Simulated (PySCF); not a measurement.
Compound: C4H4FN2O (charge -1).
SMILES with atom numbers: `[CH3:1][O:2][c:3]1[n:4][n-:5][cH:6][c:7]1[F:8]`

Structure used (GFN2-xTB), in Å, numbered top down from 1:
```xyz
12
C4H4FN2O angstrom
C     -2.171   -0.143    0.077
O     -1.120    0.744    0.326
C      0.123    0.189    0.057
N      0.298   -1.051   -0.390
N      1.616   -1.265   -0.544
C      2.273   -0.160   -0.194
C      1.360    0.810    0.202
F      1.629    2.093    0.639
H     -2.177   -0.462   -0.972
H     -3.096    0.389    0.314
H     -2.084   -1.042    0.697
H      3.348   -0.102   -0.236
```

Probes without a nucleus sit at each ring's centroid and 1 Å off its mean plane on both sides; NICS is minus the shielding there, NICSzz its component along the normal. Level: GIAO PBE0/pcSseg-1 (PySCF, non-relativistic, gas phase) on the GFN2-xTB geometry, one conformer.

Ring bond lengths (Å), with Mayer bond orders in brackets: C3–N4 1.330 (1.45), N4–N5 1.345 (1.28), N5–C6 1.332 (1.49), C6–C7 1.389 (1.35), C7–C3 1.391 (1.35).

Give the NICS values of each ring in ppm.

```csv
ring,type,NICS(0),"NICS(1), two faces","NICS(1)zz, two faces",rms pucker (Å),"centre to ring atoms, mean (Å)"
C3–N4–N5–C6–C7,5-membered ring with 2 N; formal bonds all aromatic,-14.3,-11.7 / -11.7,-29.4 / -29.4,0.00,1.15
```

What can be read from them?

- C3–N4–N5–C6–C7: mean NICS(1)zz -29.4 ppm, shielded. For a flat ring without four-coordinate atoms the NICS criterion counts such a value as aromatic.

What does the geometric index give? HOMA = 1 − mean of α(R − Ropt)² over the ring bonds, with Krygowski's 1993 parameters (CC: Ropt 1.388 Å, α 257.7 Å⁻²; CN: Ropt 1.334 Å, α 93.52 Å⁻²; NN: Ropt 1.309 Å, α 130.33 Å⁻²).

- C3–N4–N5–C6–C7: HOMA 0.97; the largest term is that of N4–N5, α(R − Ropt)² = 0.16. The geometric and the magnetic index point the same way.

Give the inner angles of the rings and the Hirshfeld charges of the ring atoms.

- C3–N4–N5–C6–C7: C3 109.5° (+0.010 e), N4 108.4° (-0.249 e), N5 108.7° (-0.264 e), C6 109.3° (-0.133 e), C7 104.1° (-0.051 e); sum 540.0° against 540° for a flat convex ring.

How shielded are the nuclei of the rings and their hydrogens (means over atoms taken as equivalent)?

```csv
atoms,environment,σ isotropic (ppm),"principal values of the symmetric part, first atom (ppm)"
C3,aromatic carbon bearing oxygen,34.2,"-29.7, 41.2, 91.1"
N4,ring nitrogen,-45.7,"-226.1, -92.4, 181.3"
N5,two-coordinate ring nitrogen,-50.2,"-263.4, -107.3, 220.0"
C6,aromatic CH next to a ring nitrogen,63.1,"-20.5, 84.2, 125.5"
C7,aromatic C–F carbon,43.0,"17.8, 42.3, 69.0"
H12,aromatic hydrogen,24.80,"23.5, 24.8, 26.1"
```
